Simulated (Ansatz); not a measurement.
Reaction (formal exchange of groups at a P–N bond): `P[NH][ZnH]` + `[CH3][InH2]` → `[CH3][InH][PH2]` + `[NH2][ZnH]`

Program: Ansatz. Geometries: PBE0-D4/def2-TZVP. ΔE: electronic, gas phase. CCSD(T)/CBS adds triple-zeta CCSD(T) − MP2 to the extrapolated MP2 energy (def2 sets, frozen cores). Functionals use def2-TZVPP. Elements past krypton have def2 core potentials. For In, Zn outer-core shells are correlated without core-valence functions, which leaves a few kJ/mol of doubt a bond. Scalar relativity is left out up to krypton. One conformer a species, not always the lowest.

(1) Is it downhill or uphill in electronic energy at CCSD(T)/CBS, and by how much? (Estimate.)

(2) What do these levels give: PBE-QIDH, PBE, MP2/def2-SVP, CCSD/def2-SVP, CCSD(T)/def2-TZVPP, HF/def2-QZVPP? (An estimate is asked.)

Largest T1 diagnostic among the species: 0.016.

Answers

(1) Computed: Downhill: ΔE = -78.4 kJ/mol.

(2) Computed: PBE-QIDH -75.7, PBE -82.4, MP2/def2-SVP -68.0, CCSD/def2-SVP -65.0, CCSD(T)/def2-TZVPP -74.7, HF/def2-QZVPP -54.0 kJ/mol.

In def2-TZVPP, CCSD(T) changes the Hartree–Fock value by −19.6 kJ/mol (the triples alone add −2.8 kJ/mol) and MP2 by −24.2 kJ/mol. Leaving LDA and LC-ωPBE aside and taking each functional with its dispersion term where it has one, the values, not all of them listed here, spread over 15.7 kJ/mol, from PBE-D4 to CAM-B3LYP-D4. LDA lies +4.7 kJ/mol from PBE without D4. From BLYP to BHLYP (50 % exact exchange), in def2-TZVPP and without D4, ΔE moves by +10.3 kJ/mol.
